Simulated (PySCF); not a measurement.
Cd(H)(SeH) (CdH2Se), SMILES [SeH][CdH].

Geometry optimised at B3LYP-D3(BJ)/def2-TZVP. The def2 effective core potentials stand for the cores of Cd; spin–orbit coupling is left out.

Level of theory: PBE/def2-TZVPD run with PySCF.

Symmetry labels are those of the subgroup Cs that the program uses (full group Cs).

Computed valence orbital energies around the gap with their symmetry:
| orbital | symmetry | energy (eV) |
|---|---|---|
| HOMO−7 | A' | -13.10 |
| HOMO−6 | A" | -13.04 |
| HOMO−5 | A" | -13.04 |
| HOMO−4 | A' | -13.04 |
| HOMO−3 | A' | -9.22 |
| HOMO−2 | A' | -8.30 |
| HOMO−1 | A' | -6.87 |
| HOMO | A" | -5.71 |
| LUMO | A' | -1.63 |
| LUMO+1 | A' | -1.59 |
| LUMO+2 | A" | -1.29 |
| LUMO+3 | A' | -0.51 |
